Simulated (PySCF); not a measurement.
SnF₄, SMILES [F][Sn]([F])([F])[F]. The structure is a stationary point at PBE0-D3(BJ)/def2-SVP. The isomer is the one that the SMILES or the coordinates give; other isomers of the formula were not compared. The def2 effective core potentials stand for the cores of Sn; spin–orbit coupling is left out.

Method: PBE0-D3(BJ)/def2-SVP run with PySCF.

Harmonic wavenumbers (cm⁻¹): 136, 136, 183, 183, 183, 647, 695, 695, 695. Rotational constants (GHz): 2.757, 2.757, 2.757; symmetry number 12.

Work out the zero-point energy and the ideal-gas rigid-rotor harmonic-oscillator thermochemistry at 298.15 K and 1 atm.

ZPE = ½ Σ hcν = ½ × 3551 cm⁻¹ = 21.24 kJ/mol. H − E(el) = 40.56 kJ/mol. Entropy in J/(mol K): translation 174.49, rotation 92.86, vibration 58.30, total 325.65. G − E(el) = -56.53 kJ/mol. Cp = 87.13 J/(mol K). Modes under 150 cm⁻¹ make the vibrational entropy uncertain.
